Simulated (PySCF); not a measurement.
Record of a relaxation.

Species: Hg(SMe)2, C₂H₆HgS₂ (singlet state).
Bonds: Hg1–S2, Hg1–S7, S2–C3, S7–C8. Hydrogens: H4, H5, H6 on C3; H9, H10, H11 on C8.

Method: PBE0-D3(BJ)/def2-SVP geometry optimisation, gas phase, def2 core potentials past Kr in PySCF; density fitting, grid level 1; the optimiser is geomeTRIC in internal coordinates, started from a GFN2-xTB structure with every atom displaced at random (about 0.03 Å). The frame can shift and turn from step to step; on so coarse a grid that alone can change the energy by a few meV, and forces under 0.02 eV/Å are noise.

Step 0: E = -28000.6847 eV, largest atomic force 6.292 eV/Å
```
atom  x, y, z in Å  |  force x, y, z in eV/Å
Hg1     0.287   -0.051   -0.035   -0.410   0.416  -0.207
S2      0.129   -0.044    2.470   -0.166   0.141  -1.388
C3      0.639   -1.731    2.857    4.615   3.976   1.574
H4      0.135   -2.451    2.425   -3.373  -4.067  -2.385
H5      0.630   -1.805    3.934   -0.225  -0.174   0.679
H6      1.715   -1.858    2.555   -0.663   0.002   0.294
S7      0.155    0.137   -2.568    0.189  -0.002   1.091
C8     -0.727    1.723   -2.878   -2.501  -2.366   2.938
H9     -1.761    1.691   -2.343    1.474   0.082  -1.032
H10    -0.886    1.762   -3.912   -0.166   0.265  -1.980
H11    -0.219    2.542   -2.474    1.225   1.728   0.415
```

Step 1: E = -28001.4563 eV, largest atomic force 1.050 eV/Å
```
atom  x, y, z in Å  |  force x, y, z in eV/Å
Hg1     0.258   -0.011   -0.049   -0.253   0.222  -0.120
S2      0.127    0.005    2.369    0.015  -0.006  -0.718
C3      0.662   -1.680    2.786    0.874   0.347   0.071
H4      0.061   -2.458    2.330   -0.422  -0.328  -0.080
H5      0.622   -1.745    3.881   -0.192  -0.102   0.070
H6      1.719   -1.842    2.507   -0.153   0.006   0.007
S7      0.177    0.104   -2.478    0.146  -0.067   0.652
C8     -0.730    1.663   -2.776   -0.521  -0.507   0.758
H9     -1.731    1.638   -2.299    0.220  -0.005  -0.225
H10    -0.870    1.710   -3.858    0.079   0.202  -0.213
H11    -0.196    2.530   -2.382    0.205   0.237  -0.204
```

Step 2: E = -28001.5436 eV, largest atomic force 0.345 eV/Å
```
atom  x, y, z in Å  |  force x, y, z in eV/Å
Hg1     0.238    0.030   -0.051   -0.082   0.034   0.143
S2      0.141    0.046    2.282    0.056  -0.013   0.217
C3      0.668   -1.645    2.716    0.015  -0.018   0.070
H4      0.012   -2.414    2.284   -0.007   0.004   0.022
H5      0.602   -1.706    3.812   -0.032  -0.015  -0.030
H6      1.710   -1.844    2.431    0.014   0.009  -0.032
S7      0.216    0.081   -2.376    0.061  -0.009  -0.340
C8     -0.728    1.611   -2.692    0.090  -0.031  -0.052
H9     -1.732    1.579   -2.257   -0.128  -0.018   0.047
H10    -0.829    1.668   -3.785    0.009   0.067   0.012
H11    -0.201    2.507   -2.334    0.005  -0.010  -0.057
```

Step 3: E = -28001.5552 eV, largest atomic force 0.083 eV/Å
```
atom  x, y, z in Å  |  force x, y, z in eV/Å
Hg1     0.244    0.048   -0.034   -0.065   0.024  -0.046
S2      0.172    0.045    2.320    0.053  -0.017   0.009
C3      0.672   -1.659    2.738   -0.013  -0.011   0.004
H4     -0.005   -2.411    2.311    0.006   0.006   0.008
H5      0.614   -1.727    3.834   -0.011   0.006  -0.008
H6      1.706   -1.876    2.438   -0.001   0.006  -0.013
S7      0.232    0.105   -2.393    0.026   0.018   0.054
C8     -0.736    1.618   -2.718    0.012  -0.036   0.004
H9     -1.747    1.570   -2.292   -0.008  -0.006   0.001
H10    -0.829    1.680   -3.812    0.003   0.016   0.000
H11    -0.225    2.523   -2.361   -0.003  -0.006  -0.014
```

Step 4: E = -28001.5580 eV, largest atomic force 0.052 eV/Å
```
atom  x, y, z in Å  |  force x, y, z in eV/Å
Hg1     0.258    0.073   -0.023   -0.032   0.004  -0.006
S2      0.211    0.058    2.333    0.037   0.001  -0.014
C3      0.668   -1.661    2.736   -0.045  -0.020  -0.018
H4     -0.037   -2.392    2.315    0.021   0.014   0.006
H5      0.620   -1.734    3.832    0.007   0.006  -0.001
H6      1.692   -1.906    2.419   -0.001  -0.001   0.000
S7      0.260    0.124   -2.380    0.019   0.014   0.041
C8     -0.741    1.611   -2.720   -0.008  -0.005  -0.017
H9     -1.756    1.538   -2.305    0.013   0.002  -0.005
H10    -0.823    1.673   -3.815   -0.001  -0.007   0.005
H11    -0.256    2.530   -2.362   -0.009  -0.007   0.008
```

Step 5: E = -28001.5668 eV, largest atomic force 0.107 eV/Å
```
atom  x, y, z in Å  |  force x, y, z in eV/Å
Hg1     0.364    0.190    0.031    0.080  -0.043   0.016
S2      0.425    0.115    2.384   -0.018   0.043  -0.032
C3      0.637   -1.666    2.715   -0.099  -0.011  -0.038
H4     -0.197   -2.267    2.323    0.032   0.018  -0.006
H5      0.638   -1.764    3.809    0.042  -0.012   0.016
H6      1.589   -2.049    2.324    0.005  -0.017   0.026
S7      0.409    0.237   -2.323    0.004   0.012   0.024
C8     -0.763    1.573   -2.718   -0.058   0.056  -0.069
H9     -1.778    1.365   -2.349    0.023   0.019   0.000
H10    -0.804    1.631   -3.816    0.003  -0.056   0.012
H11    -0.422    2.550   -2.350   -0.013  -0.007   0.052
```

Step 6: E = -28001.5720 eV, largest atomic force 0.273 eV/Å
```
atom  x, y, z in Å  |  force x, y, z in eV/Å
Hg1     0.611    0.387    0.103    0.242  -0.090   0.088
S2      0.879    0.139    2.430   -0.123   0.071  -0.111
C3      0.554   -1.642    2.651   -0.101   0.040  -0.005
H4     -0.468   -1.921    2.356    0.026   0.013  -0.017
H5      0.652   -1.826    3.730    0.061  -0.056   0.024
H6      1.281   -2.263    2.112    0.005  -0.037   0.049
S7      0.677    0.513   -2.238   -0.026   0.030  -0.047
C8     -0.797    1.479   -2.681   -0.142   0.085  -0.089
H9     -1.731    0.978   -2.384    0.046   0.046   0.001
H10    -0.793    1.575   -3.777    0.032  -0.096   0.014
H11    -0.768    2.497   -2.272   -0.019  -0.006   0.093
```

Step 7: E = -28001.5819 eV, largest atomic force 0.177 eV/Å
```
atom  x, y, z in Å  |  force x, y, z in eV/Å
Hg1     0.590    0.334    0.067    0.154  -0.070   0.055
S2      0.778    0.146    2.405   -0.056   0.037  -0.054
C3      0.568   -1.647    2.667   -0.070   0.025  -0.016
H4     -0.416   -2.006    2.335    0.007   0.006  -0.015
H5      0.633   -1.797    3.753    0.038  -0.022   0.015
H6      1.361   -2.231    2.181    0.001  -0.018   0.029
S7      0.631    0.447   -2.276   -0.006   0.028  -0.026
C8     -0.795    1.502   -2.684   -0.098   0.044  -0.046
H9     -1.748    1.062   -2.359    0.025   0.026  -0.001
H10    -0.812    1.586   -3.781    0.015  -0.054   0.007
H11    -0.692    2.518   -2.278   -0.009  -0.003   0.052
```

Step 8: E = -28001.5975 eV, largest atomic force 0.061 eV/Å
```
atom  x, y, z in Å  |  force x, y, z in eV/Å
Hg1     0.793    0.353    0.014    0.029  -0.049  -0.009
S2      0.957    0.132    2.342    0.005   0.006   0.060
C3      0.517   -1.615    2.631    0.032   0.002  -0.011
H4     -0.507   -1.844    2.312   -0.038  -0.011  -0.009
H5      0.582   -1.767    3.718   -0.004   0.025  -0.007
H6      1.221   -2.306    2.148   -0.004   0.006  -0.008
S7      0.742    0.564   -2.321    0.007   0.018  -0.031
C8     -0.815    1.462   -2.630   -0.016  -0.030   0.049
H9     -1.694    0.893   -2.299   -0.009  -0.003  -0.004
H10    -0.875    1.586   -3.720   -0.008   0.022  -0.009
H11    -0.822    2.456   -2.163    0.004   0.012  -0.021
```

Step 9: E = -28001.6002 eV, largest atomic force 0.059 eV/Å
```
atom  x, y, z in Å  |  force x, y, z in eV/Å
Hg1     0.910    0.362   -0.015   -0.018  -0.016  -0.006
S2      1.080    0.113    2.310    0.028   0.019   0.036
C3      0.486   -1.588    2.598    0.034  -0.008  -0.004
H4     -0.559   -1.722    2.291   -0.028  -0.006  -0.003
H5      0.552   -1.748    3.683   -0.010   0.010  -0.004
H6      1.118   -2.338    2.103   -0.002   0.001  -0.009
S7      0.804    0.644   -2.340   -0.006   0.003  -0.024
C8     -0.826    1.427   -2.586    0.012  -0.035   0.046
H9     -1.651    0.776   -2.267   -0.003  -0.003  -0.004
H10    -0.914    1.591   -3.669   -0.012   0.023  -0.008
H11    -0.903    2.397   -2.077    0.006   0.011  -0.020
```

Step 10: E = -28001.6006 eV, largest atomic force 0.025 eV/Å
```
atom  x, y, z in Å  |  force x, y, z in eV/Å
Hg1     0.945    0.365   -0.022   -0.013   0.001  -0.005
S2      1.129    0.106    2.301    0.021   0.010   0.010
C3      0.480   -1.576    2.582    0.010  -0.004  -0.002
H4     -0.571   -1.674    2.279   -0.009   0.000   0.000
H5      0.543   -1.742    3.667   -0.004   0.002   0.000
H6      1.084   -2.344    2.081    0.002  -0.004  -0.005
S7      0.820    0.668   -2.346   -0.008  -0.008  -0.006
C8     -0.832    1.412   -2.567    0.010  -0.010   0.016
H9     -1.638    0.733   -2.256   -0.002   0.002   0.000
H10    -0.932    1.595   -3.646   -0.009   0.009  -0.001
H11    -0.931    2.372   -2.042    0.002   0.002  -0.006
```

Step 11: E = -28001.6007 eV, largest atomic force under 0.02 eV/Å
```
atom  x, y, z in Å  |  force x, y, z in eV/Å
Hg1     0.969    0.367   -0.031   -0.001   0.011   0.003
S2      1.170    0.101    2.292    0.010  -0.002  -0.011
C3      0.481   -1.565    2.568   -0.009   0.001  -0.001
H4     -0.572   -1.638    2.264    0.006   0.003   0.002
H5      0.537   -1.736    3.653    0.004  -0.001   0.001
H6      1.068   -2.346    2.066    0.004  -0.006   0.000
S7      0.824    0.679   -2.351   -0.011  -0.013   0.005
C8     -0.841    1.399   -2.550   -0.001   0.010  -0.010
H9     -1.634    0.703   -2.244    0.001   0.006   0.004
H10    -0.953    1.600   -3.625   -0.004  -0.003   0.004
H11    -0.951    2.351   -2.011    0.001  -0.006   0.004
```

**Question.** Summarise the path.

**Answer.** The energy falls by 88.38 kJ/mol from step 0 to step 11; nine tenths of that is first reached at step 2. It falls at every step. The largest force goes from 6.292 to under 0.02 eV/Å. Among the bonds Hg1–S7 changes most, from 2.544 to 2.346 Å; the atoms move by 0.797 Å rms after alignment.

The cost below is that of the whole optimisation. Time: 1.9 min; peak memory 0.54 GiB. Hardware: one thread, Intel Xeon Platinum 8488C (x86_64), shared host with 192 logical CPUs at a one-minute load of 120.
